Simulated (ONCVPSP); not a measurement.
# Br (Z = 35): excitation energies, all-electron against ONCV

- Element: bromine (Br)
- Generator: ONCVPSP 4.0.1
- Type: optimised norm-conserving Vanderbilt (ONCV)
- Functional: PBE
- Relativity: scalar-relativistic
- Frozen core: [Ar] 3d10
- Valence charge: 7
- Reference configuration: 4s2 4p5
- Partial waves: 4s: rc 1.40 bohr, ncon 4, nbas 8, qcut 5.4 1/bohr, 2 projectors, debl 1.5 Ha; 4p: rc 1.60 bohr, ncon 3, nbas 7, qcut 4.9 1/bohr, 2 projectors, debl 2.5 Ha; d scattering state at 0.39 Ha: rc 1.50 bohr, ncon 5, nbas 8, qcut 7.4 1/bohr, 2 projectors, debl 3 Ha
- Local potential: polynomial inside 1.10 bohr (lpopt 5, dvloc0 -1 Ha)
- Core correction: none

Energies are relative to the spin-unpolarised reference configuration 4s2 4p5; without spin polarisation the order of configurations can differ from experiment.

```
valence configuration  charge  ΔE all-electron (eV)  error AE − PS (meV)
              4s2 4p4      +1                12.554                 -4.0
              4s2 4p2      +3                69.297                  -59
              4s2 4p1      +4               115.323                 -115
```

Question: What are ΔE and the potential's error for 4s2 4p3?

Answer: ΔE = 35.315 eV all-electron; the error (AE − PS) is -21 meV.

Levels in the configuration 4s2 4p3:

```json
{"level": "4s", "all-electron (eV)": "-41.838", "pseudo (eV)": "-41.853"}
{"level": "4p", "all-electron (eV)": "-28.226", "pseudo (eV)": "-28.247"}
```

Note: ghosts flagged at negative energy: d at -29.8 eV; GHOST(+) flagged for s at 30.5 eV, p at 202.7 eV. A true bound ghost makes a file unfit for plane-wave use.
